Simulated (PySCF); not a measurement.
# Orbital energies and ionisation energy

Species: Sn(SH)H3.
Geometry (PBE0-D3(BJ)/def2-SVP, Å), atoms numbered from 1 in this order:
```
atom  x, y, z in Å
Sn1    0.1932   -0.0151   -0.5671
S2     0.2755    0.0136    1.8580
H3    -1.0680    0.0642    1.9963
H4     1.8309   -0.0148   -1.0508
H5    -0.6212    1.3816   -1.1323
H6    -0.6104   -1.4294   -1.1042
```

Level: wB97X-D/def2-SVPD (PySCF). Frontier orbitals with their largest atomic shares (Löwdin; up to four atoms above 4 %):

```
orbital  ε (eV)                           main atoms
 HOMO−3  -11.53   Sn1 40 %, H6 25 %, H5 23 %, S2 9 %
 HOMO−2  -11.31    Sn1 40 %, H4 37 %, H5 8 %, S2 7 %
 HOMO−1  -10.63    S2 62 %, Sn1 21 %, H3 5 %, H5 5 %
   HOMO   -9.13                                    ?
   LUMO    0.76  Sn1 39 %, S2 31 %, H5 11 %, H6 11 %
 LUMO+1    1.27    Sn1 49 %, S2 20 %, H4 8 %, H5 8 %
 LUMO+2    2.21  Sn1 56 %, H6 13 %, H5 13 %, S2 11 %
```

Question: What vertical ionisation energy does ΔSCF give, and how far is −ε(HOMO) from it?

Answer: ΔSCF: 9.60 eV (926 kJ/mol; threshold wavelength 129 nm); ⟨S²⟩ of the doublet left behind is 0.755, against 0.75 for a pure doublet. −ε(HOMO) is 9.13 eV, 0.47 eV below it. In exact Kohn–Sham theory the two would be equal; wB97X-D (range-separated hybrid) falls short of its own ΔSCF value by 5 %.

Question: On which atoms does the HOMO lie?

Answer: S2 (sulfur bonded to Sn and H) 78 %, Sn1 (tin bonded to S and 3 H) 9 %, H3 (hydrogen on sulfur) 7 %, so more than half of it is on one atom. The HOMO−1 lies 1.50 eV lower.

Question: With α = 64.9 au, estimate the like-pair dispersion coefficient by London's formula C6 = (3/4)α²I.

Answer: I = 0.3528 Eh, so C6 ≈ 1120 au, a rough estimate.

Question: What kinetic energy would electrons from this vertical process carry with Lyman-α light (10.199 eV)?

Answer: 10.20 − 9.60 = 0.60 eV.

Question: How many of the 10 lowest singlet excitations (vertical TDDFT, same level) lie below the ionisation energy?

Answer: All 10; they run from 5.29 to 8.03 eV.

Question: Shift the occupied levels rigidly so that −ε(HOMO) equals the ΔSCF value. What binding energies result?

Answer: The shift is +0.47 eV: HOMO 9.60, HOMO−1 11.10, HOMO−2 11.78, HOMO−3 12.00 eV. A rigid shift is only a rough guide to the deeper ionisations.

Isolated species at its PBE0-D3(BJ)/def2-SVP geometry, gas phase. Atoms past krypton carry effective core potentials; spin–orbit coupling is left out.

The pairwise dispersion term of wB97X-D wasn't added to the energies; at a given geometry it leaves orbitals and properties as they are.
